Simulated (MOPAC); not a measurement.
MOPAC input (PM6):

```
PM6 1SCF GEO-OK AUX(PRECISION=9) THREADS=1
FO2V

V     0.02640000 1   -0.05177700 1   -0.15770500 1
O    -1.26537300 1   -0.95427000 1   -0.00144500 1
O    -0.35790700 1    1.41124500 1   -0.62617200 1
F     1.37544700 1   -0.27388000 1    0.96090600 1
```

From the output:

```
                                                       MOPAC v23.2.5 Linux

          FINAL HEAT OF FORMATION =       -126.30120 KCAL/MOL =    -528.44422 KJ/MOL

          COSMO AREA              =         94.94 SQUARE ANGSTROMS
          COSMO VOLUME            =         82.20 CUBIC ANGSTROMS

          IONIZATION POTENTIAL    =         10.318558 EV
          HOMO LUMO ENERGIES (EV) =        -10.319 -1.981
          NO. OF FILLED LEVELS    =         12
          MOLECULAR WEIGHT        =        101.9387         POINT GROUP:  Cs

          MOLECULAR DIMENSIONS (Angstroms)

            Atom       Atom       Distance
            F     4    O     2     2.89188
            O     3    F     4     2.32880
            V     1    F     4     0.31068

          SCF CALCULATIONS        =          1

   ATOM   CHEMICAL          X               Y               Z
  NUMBER   SYMBOL      (ANGSTROMS)     (ANGSTROMS)     (ANGSTROMS)

     1       V          0.02640000  *  -0.05177700  *  -0.15770500  *
     2       O         -1.26537300  *  -0.95427000  *  -0.00144500  *
     3       O         -0.35790700  *   1.41124500  *  -0.62617200  *
     4       F          1.37544700  *  -0.27388000  *   0.96090600  *

                             CARTESIAN COORDINATES

   1    V        0.026400000    -0.051777000    -0.157705000
   2    O       -1.265373000    -0.954270000    -0.001445000
   3    O       -0.357907000     1.411245000    -0.626172000
   4    F        1.375447000    -0.273880000     0.960906000

           Empirical Formula: O2 V F  =     4 atoms

      MOLECULAR POINT GROUP   :   Cs

                  EIGENVALUES
 -39.06183 -27.34784 -26.76960 -15.35649 -15.07748 -14.52145 -13.32093 -12.92664
 -12.62353 -11.89972 -10.89659 -10.31856  -1.98068  -0.31318   0.64048   1.57663
   1.98856   2.90366   2.98064   4.70921   5.75823

              NET ATOMIC CHARGES AND DIPOLE CONTRIBUTIONS

  ATOM NO.   TYPE          CHARGE      No. of ELECS.   s-Pop       p-Pop       d-Pop
    1          V           1.291964        3.7080     0.63752     0.68688     2.38364
    2          O          -0.439428        6.4394     1.68161     4.75782
    3          O          -0.439428        6.4394     1.68161     4.75782
    4          F          -0.413108        7.4131     1.92052     5.49258
 DIPOLE           X         Y         Z       TOTAL
 POINT-CHG.     0.861    -0.742    -1.561     1.931
 HYBRID         1.813    -0.718    -0.083     1.952
 SUM            2.674    -1.460    -1.644     3.462

          ATOMIC ORBITAL ELECTRON POPULATIONS

     Atom    s        px        py        pz      x^2-y^2     xz        z^2       yz        xy
    1  V   0.63752   0.22036   0.25027   0.21625   0.55885   0.46088   0.32993   0.50765   0.52632
    2  O   1.68161   1.70390   1.55412   1.49980
    3  O   1.68161   1.63535   1.66820   1.45427
    4  F   1.92052   1.78438   1.87979   1.82842

 **********************
 *                    *
 * JOB ENDED NORMALLY *
 *                    *
 **********************

 == MOPAC DONE ==
```

The geometry given is a B3LYP-D3(BJ)/def2-TZVP minimum.
